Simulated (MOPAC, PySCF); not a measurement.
BCl, SMILES `Cl[B]` (lower singlet), neutral singlet in the gas phase. This singlet lies 2.52 eV below the relaxed triplet at the level composite: frozen-core CCSD(T) with HF/cc-pV5Z and the correlation energy extrapolated as X^-3 from cc-pVQZ and cc-pV5Z, plus CCSDT(Q) minus CCSD(T) in cc-pVTZ // B3LYP-D3(BJ)/def2-TZVP (Ansatz).

Cartesian coordinates (Å):
SMILES: [B]Cl
```xyz
2

B      0.8607     0.0000     0.0000
Cl    -0.8607     0.0000     0.0000
```
Charge 0, spin multiplicity 1.

All levels are single points at this geometry (B3LYP-D3(BJ)/def2-TZVP); Pople sets use spherical d functions. Orbital energies aren't observables, and empty levels follow the basis.

```json
[
 {"level": "B3LYP-D3(BJ)/def2-TZVP in PySCF", "HOMO (eV)": "-7.28", "LUMO (eV)": "-2.13", "gap (eV)": "5.14", "dipole (D)": "1.62", "vertical IE, Delta-SCF (eV)": "–"},
 {"level": "B3LYP/3-21G in PySCF", "HOMO (eV)": "-7.32", "LUMO (eV)": "-2.06", "gap (eV)": "5.26", "dipole (D)": "0.80", "vertical IE, Delta-SCF (eV)": "–"},
 {"level": "B3LYP/6-311+G** in PySCF", "HOMO (eV)": "-7.35", "LUMO (eV)": "-2.15", "gap (eV)": "5.20", "dipole (D)": "1.46", "vertical IE, Delta-SCF (eV)": "–"},
 {"level": "B3LYP/LANL2DZ in PySCF", "HOMO (eV)": "-7.33", "LUMO (eV)": "-2.20", "gap (eV)": "5.13", "dipole (D)": "1.20", "vertical IE, Delta-SCF (eV)": "–"},
 {"level": "BP86/6-31G* in PySCF", "HOMO (eV)": "-6.06", "LUMO (eV)": "-2.63", "gap (eV)": "3.43", "dipole (D)": "1.27", "vertical IE, Delta-SCF (eV)": "–"},
 {"level": "M06-2X/6-31G* in PySCF", "HOMO (eV)": "-8.35", "LUMO (eV)": "-0.52", "gap (eV)": "7.82", "dipole (D)": "0.94", "vertical IE, Delta-SCF (eV)": "–"},
 {"level": "SVWN5/6-31G* in PySCF", "HOMO (eV)": "-5.92", "LUMO (eV)": "-2.70", "gap (eV)": "3.22", "dipole (D)": "1.30", "vertical IE, Delta-SCF (eV)": "9.92"},
 {"level": "HF/6-31G* in PySCF", "HOMO (eV)": "-10.22", "LUMO (eV)": "2.35", "gap (eV)": "12.57", "dipole (D)": "0.90", "vertical IE, Delta-SCF (eV)": "8.99"},
 {"level": "PM6 in MOPAC", "HOMO (eV)": "-9.33", "LUMO (eV)": "0.16", "gap (eV)": "9.49", "dipole (D)": "0.77", "vertical IE, Delta-SCF (eV)": "–"}
]
```
